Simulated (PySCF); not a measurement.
ZnHI, SMILES [ZnH][I].

Geometry optimised at B3LYP-D3(BJ)/def2-TZVP. The def2 effective core potentials stand for the cores of I; spin–orbit coupling is left out.

Vertical ionisation energy (IE) and electron affinity (EA) in eV. Rows of orbital energies are one-electron estimates. Where ΔSCF, EOM or ADC give a negative EA the extra electron is unbound and the value depends on the basis.

```json
[
 {"level": "−ε(HOMO), −ε(LUMO), PBE/def2-TZVPD (PySCF)", "IE": "6.61", "EA": "1.68"},
 {"level": "−ε(HOMO), −ε(LUMO), CAM-B3LYP/def2-TZVPD (PySCF)", "IE": "…", "EA": "…"}
]
```

Question: Complete the blanks. (The exact figures need the calculation; the answer reports its results.)

Answer: 
- −ε(HOMO), −ε(LUMO), CAM-B3LYP/def2-TZVPD (PySCF), IE: 8.92
- −ε(HOMO), −ε(LUMO), CAM-B3LYP/def2-TZVPD (PySCF), EA: 0.17
